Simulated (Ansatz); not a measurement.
Two structures of SnH6SeS, closed shell, reached by relaxing down either side of one saddle point (PBE0-D4/def2-TZVP). Energies are electronic, without zero-point energy. Program: Ansatz 0.2.0. Basis: def2-TZVPP and def2-QZVPP. Cores are frozen in the correlated methods. Filled d shells of the heavier atoms are correlated. Core potentials replace the inner electrons of the atoms past krypton. The def2 sets are not built for correlating such inner shells, so the correlated values are less sure here. Extrapolation: Hartree–Fock as exp(−7.88 √X), correlation as X^−2.97. First:

Sn1  (-1.085, -0.882, 0.445)
S2  (0.894, -0.157, 1.626)
H3  (-0.503, -1.852, -0.821)
H4  (-2.051, -1.782, 1.527)
H5  (-1.930, 0.488, -0.107)
H6  (1.292, 1.325, -0.630)
Se7  (1.065, 1.588, -2.061)
H8  (0.219, 0.657, 2.455)
H9  (2.098, 0.616, -2.434)
(Å)

Second:

Sn1  (-1.273, -0.653, -0.733)
S2  (1.994, 0.695, 2.121)
H3  (-1.304, -2.029, -1.734)
H4  (-0.847, -1.069, 0.863)
H5  (-2.753, 0.186, -0.777)
H6  (1.486, 1.072, 0.930)
Se7  (0.423, 0.996, -1.660)
H8  (0.811, 0.841, 2.736)
H9  (1.462, -0.039, -1.747)
(Å)

Problem. Which bonds change from the first to the second?

Solution. SnH₄S ([SH][SnH3]) + H₂Se → SnH₄Se ([SeH][SnH3]) + H₂S; bonds formed: Sn1–Se7, S2–H6; bonds broken: Sn1–S2, H6–Se7.

Problem. Give the saddle point's structure and its height above each. (Judge from chemistry; the value comes from the calculation.)

Solution. By the calculation: 27.12 kcal/mol above the first and 31.39 kcal/mol above the second (CCSD(T) at an estimated basis limit (MP2 extrapolated from triple and quadruple zeta, plus CCSD(T) − MP2 in triple zeta)).
Sn1  (-0.932, -0.642, -0.054)
S2  (1.142, 0.083, 1.519)
H3  (-0.613, -1.769, -1.291)
H4  (-1.409, -1.596, 1.308)
H5  (-2.188, 0.496, -0.243)
H6  (1.296, 0.895, 0.229)
Se7  (0.701, 1.272, -1.542)
H8  (0.398, 1.043, 2.096)
H9  (1.605, 0.219, -2.022)
(Å)

T1 diagnostic: at most 0.013.

Labels in which every atom is bracketed show which atoms are joined, not bond orders.

For scale, one of the runs: CCSD(T)/def2-TZVPP, 224 basis functions, launched by `ansatz run in.yaml --threads 8 --pin off --events-out ev --progress --plain --max-ram 19148MiB`. The run took 85 s on 8 CPU threads of an Arm Neoverse V2 (shared host), with 3.9 GiB of host memory at its peak.
